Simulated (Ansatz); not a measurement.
Ansatz (a first-principles code) input:

Ansatz 0.2 input:
```yaml
crystal:
  periodic: [false, false, false]
  atoms:
    - {symbol: C, position_ang: [-2.19851186, -0.70160685, 0.29549372]}
    - {symbol: C, position_ang: [-1.86394627, 0.73767989, 0.12393331]}
    - {symbol: C, position_ang: [-0.45799757, 1.17834112, 0.33935100]}
    - {symbol: C, position_ang: [0.53913260, 0.24854129, -0.37215669]}
    - {symbol: C, position_ang: [0.26210940, -1.21645984, -0.03815244]}
    - {symbol: C, position_ang: [-1.17192757, -1.60731631, -0.40355785]}
    - {symbol: S, position_ang: [2.27967251, 0.73043257, -0.06811666]}
    - {symbol: H, position_ang: [-2.19878475, -0.95700351, 1.36964042]}
    - {symbol: H, position_ang: [-3.20667316, -0.91495474, -0.06494058]}
    - {symbol: H, position_ang: [-2.64963901, 1.47484893, 0.02610005]}
    - {symbol: H, position_ang: [-0.30536452, 2.20844826, 0.01658274]}
    - {symbol: H, position_ang: [-0.21566761, 1.15586826, 1.41578283]}
    - {symbol: H, position_ang: [0.43461738, 0.38843083, -1.45183837]}
    - {symbol: H, position_ang: [0.97863880, -1.85337914, -0.55848906]}
    - {symbol: H, position_ang: [0.42338425, -1.36989330, 1.03500445]}
    - {symbol: H, position_ang: [-1.30083653, -1.52472475, -1.48704876]}
    - {symbol: H, position_ang: [-1.35232211, -2.65223863, -0.14056985]}
    - {symbol: H, position_ang: [2.26473451, 0.52260103, 1.26017622]}
basis:
  gaussian:
    orbitals: def2-TZVP
hamiltonian:
  xc: b3lyp
  dispersion: d3bj
magnetization: {spin_polarized: true, initial_magnetization: 1}
phonons: {temperatures: {t_min: 298.15, t_max: 298.15, t_step: 100}}
```

Problem. What final total energy does it print?

Solution. -633.55131 Eh (B3LYP-D3(BJ)/def2-TZVP). The basis has 289 functions.

It need not be the lowest isomer of its formula.
